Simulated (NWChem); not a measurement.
Molecule: C2H6AlCl; SMILES [CH3][Al]([CH3])[Cl]

Computed with NWChem. Pople sets run with spherical d functions. Geometry: optimised at B3LYP/6-31G* (spherical d).

For level PBE0/6-311G**:

```yaml
dipole (D): 2.55
```

Task: Estimate the same quantities for level PBE0/6-311++G**.

Result: 
- dipole (D): 2.43
